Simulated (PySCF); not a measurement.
Species: 3-selanylpropan-1-ol, C$_{3}$H$_{8}$OSe, charge 0, multiplicity 1. SMILES: [SeH]CCCO
Geometry from a B3LYP-D3(BJ)/def2-TZVP (Ansatz) optimisation:
```
C
H 1 1.0914
H 1 1.0925 2 106.89
C 1 1.5197 2 109.12 3 117.27
H 4 1.0979 1 109.94 2 -179.58
H 4 1.0979 5 107.68 1 119.63
O 4 1.4239 5 110.75 6 121.26
H 7 0.9624 4 108.93 5 -59.75
C 1 1.5197 2 110.15 3 -119.68
H 9 1.0888 1 111.96 2 178.75
H 9 1.0909 10 107.71 1 -122.83
Se 9 1.9761 10 107.68 11 -111.16
H 12 1.4723 9 94.91 10 -62.35
```
Charge 0, spin multiplicity 1.

Dispersion corrections to the total energy (kcal/mol) from the dftd3 and dftd4 libraries through PySCF: D3(BJ) without and D4 with the three-body term, each with the damping fitted for the functional named.

```json
[
 {"functional": "BLYP", "D3(BJ)": "-13.26", "D4": "-12.85"},
 {"functional": "TPSS", "D3(BJ)": "-7.91", "D4": "-7.80"},
 {"functional": "HSE06", "D3(BJ)": "-4.09", "D4": "___"},
 {"functional": "r2SCAN", "D3(BJ)": "___", "D4": "-1.48"},
 {"functional": "PBE", "D3(BJ)": "-6.31", "D4": "-5.77"},
 {"functional": "revPBE", "D3(BJ)": "-16.09", "D4": "-19.14"},
 {"functional": "BHLYP", "D3(BJ)": "-8.35", "D4": "___"}
]
```

Task: What belongs in the gaps?

Result: 
- HSE06, D4: -4.50
- r2SCAN, D3(BJ): -1.79
- BHLYP, D4: -6.62
